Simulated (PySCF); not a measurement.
Computed IR spectrum (relative IR intensity) of a molecule C4H9Al. The structure is a stationary point at PBE-D3(BJ)/def2-SVP. Other conformers were not sampled. These are PBE-D3(BJ)/def2-SVP (PySCF 2.14.0) values and carry that method's errors. Frequencies are harmonic and unscaled.

Lines under 2 % of the strongest are left out, and lines within 2 cm⁻¹ are merged.

ν (cm⁻¹): 349 (w), 431 (w), 435 (w), 559 (m), 630 (m), 678 (vw), 719 (vs), 762 (m), 772 (s), 825 (vs), 996 (w), 1012 (w), 1169 (w), 1232 (m), 1427 (vw), 1524 (s), 1878 (vs), 2965 (vw), 3058 (vw), 3064 (w) (against the strongest line: vs over 80 %, s over 45 %, m over 15 %, w over 4 %, vw less)

Task: Identify the compound among the candidates.
A) C=[CH][Al]([CH3])[CH3]
B) C=C[CH2][AlH][CH3]
C) C=[CH][AlH][CH2]C

Result: B, C=C[CH2][AlH][CH3]
